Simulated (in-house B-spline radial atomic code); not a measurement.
The numbers below are computed, except where a source is named.
# Correlation energy from the adiabatic connection: −Z/r, Z = 5.99, wall at 0.763 bohr

Two electrons in a singlet, external potential −Z/r, Z = 5.99, wall at 0.763 bohr (atomic units). Full CI in B-splines (partial waves to l = 8, correlation up to 0.6 % small) with the density held fixed gives W(λ) = <V_ee>_λ − U, and E_c is the integral of W(λ) − W(0) from 0 to 1.

| λ | W(λ) − W(0) (hartree) |
| --- | --- |
| 0 | 0.00000 |
| 0.02 | -0.00185 |
| 0.05 | -0.00461 |
| 0.12 | -0.01103 |
| 0.25 | -0.02279 |
| 0.4 | -0.03613 |
| 0.6 | -0.05356 |
| 0.8 | -0.07057 |
| 1 | -0.08719 |

(1) Integrate the table by the trapezoid rule.

(2) Now use only three numbers: W(0) = -3.7752, the initial slope W'(0) = -0.09256 (extrapolated from the first points) and the strong-coupling limit of the point-charge-plus-continuum model, W∞ = -5.075. What do second-order theory and the interpolation W(λ) = W∞ + (W(0) − W∞)/√(1 + 2χλ) of Seidl, Perdew and Levy give?

## Answers

(1) The strips give -0.00002, -0.00010, -0.00055, -0.00220, -0.00442, -0.00897, -0.01241, -0.01578, which sum to -0.04444 hartree. The direct value, W(1) − W(0) + T_c with T_c = 0.04272, is -0.04446; the curve is convex, so chords lie above it and the trapezoids fall short in size by 0.05 %.

(2) Second order keeps the slope alone: E_c = W'(0)/2 = -0.04628, +4 % in size against -0.04446. Matching the slope fixes χ = W'(0)/(W∞ − W(0)) = -0.09256/(-1.29980) = 0.07121. Integrating, with s = √(1 + 2χ) = 1.068841, E_c = −(W(0) − W∞)(s − 1)/(s + 1) = −1.29980 × 0.068841/2.068841 = -0.04325 hartree, -2.7 % in size against the full result. At λ = 1 the formula gives W − W(0) = -0.08372 against -0.08719. Part of the miss can come from the model's W∞.
